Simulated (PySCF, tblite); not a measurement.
Isomers of C6H3FNO (doublet state), one GFN2-xTB conformer each. Single-point energies are computed at B3LYP/pcH-1 (PySCF, gas phase, no added dispersion term), electronic only. GFN2-xTB treats the open shell by occupation alone, and not every SCF solution was tested for stability.

Question: Rank them by B3LYP/pcH-1 energy, lowest first (kJ/mol).
A. `[CH3:1][C:2](=[O:3])[C@@:4]1([F:5])[C:6]=[C:7]1[C:8]#[N:9]` (doublet state) with C1–C2–C4–F5 -12°
B. `[CH2:1][C:2](=[O:3])[C@@:4]1([F:5])[CH:6]=[C:7]1[C:8]#[N:9]` (doublet state) with H–C1–C2–O3 2° and -179°, C1–C2–C4–F5 3°

Answer: B (0.0), A (66.7).

GFN2-xTB itself gives, in the same order: 0.0, 49.5. Both levels put the same isomer lowest.

What happens when harmonic zero-point energies from GFN2-xTB frequencies are added?

```csv
SMILES,ZPE (kJ/mol),electronic (kJ/mol),with ZPE (kJ/mol)
[CH2]C(=O)[C@@]1(F)C=C1C#N,180.6,0.0,0.0
CC(=O)[C@@]1(F)[C]=C1C#N,185.3,66.7,71.4
```

The zero-point energies span 4.7 kJ/mol. The order is unchanged.

As an exercise, what shares would exp(−E/RT) give at 2000 K from these electronic energies alone (no entropy, no degeneracies)?

RT = 16.629 kJ/mol: [CH2]C(=O)[C@@]1(F)C=C1C#N 98.2 %, CC(=O)[C@@]1(F)[C]=C1C#N 1.8 %.
